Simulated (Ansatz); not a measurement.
Ansatz (a first-principles code) input (r2SCAN0/def2-TZVPD):

Ansatz 0.2 input:
```yaml
crystal:
  periodic: [false, false, false]
  atoms:
    - {symbol: V, position_ang: [0.01818213, 0.01380595, -0.01752914]}
    - {symbol: O, position_ang: [1.00971970, 0.76669450, -0.97345669]}
    - {symbol: O, position_ang: [0.93959993, -0.86824728, 1.21920941]}
    - {symbol: H, position_ang: [1.90262620, -0.84493734, 1.24189595]}
    - {symbol: O, position_ang: [-0.95704360, -1.13523887, -0.95837008]}
    - {symbol: H, position_ang: [-0.84290840, -1.23142781, -1.91031465]}
    - {symbol: O, position_ang: [-1.05409051, 1.18985505, 0.77221183]}
    - {symbol: H, position_ang: [-0.98339113, 2.13432107, 0.59483323]}
basis:
  gaussian:
    orbitals: def2-TZVPD
hamiltonian:
  xc: {name: r2SCAN0}
output: {forces: true}
```

Output:

```
Functional definition: r2SCAN0
integrals: 0.20 GiB planned
1396 factors; their error is unknown
mean field: 1.66 GiB planned
mean field evaluation 1: about -33904.8790 eV, gradient 1.2e2 eV
mean field evaluation 2: about -33500.0360 eV, gradient 5.6e2 eV
mean field evaluation 4: about -33920.8380 eV, gradient 5.7e1 eV
mean field evaluation 8: about -33925.5058 eV, gradient 2.1e-1 eV
mean field evaluation 16: about -33925.6529 eV, gradient 4.3e-3 eV
mean field -33925.65290457 eV, -1246.7447486095 hartree, gradient 3.6e-5 eV, S^2 0.000000; 0 other end points of the search recorded, 0 dependent functions left out
the calculation of the forces begins
reference -33925.65292546 eV, -1246.7447493771 hartree; 29, 29 occupied and 206, 206 virtual orbitals, 1396 factors
Total energy: -33925.65292546 eV, -1246.7447493771 hartree
Atom 0 at     0.018182     0.013806    -0.017529 Å, force     0.415778     0.315553    -0.400639 eV/Å
Atom 1 at     1.009720     0.766694    -0.973457 Å, force    -0.755697    -0.573805     0.728549 eV/Å
Atom 2 at     0.939600    -0.868247     1.219209 Å, force     0.020723     0.274647    -0.367835 eV/Å
Atom 3 at     1.902626    -0.844937     1.241896 Å, force    -0.360840     0.020199    -0.047373 eV/Å
Atom 4 at    -0.957044    -1.135239    -0.958370 Å, force     0.331169     0.318253    -0.011470 eV/Å
Atom 5 at    -0.842908    -1.231428    -1.910315 Å, force    -0.008115     0.069865     0.357617 eV/Å
Atom 6 at    -1.054091     1.189855     0.772212 Å, force     0.347047    -0.062138    -0.294597 eV/Å
Atom 7 at    -0.983391     2.134321     0.594833 Å, force     0.009935    -0.362574     0.035750 eV/Å
Dipole moment:     0.209161     0.158814    -0.201642 e Å
```
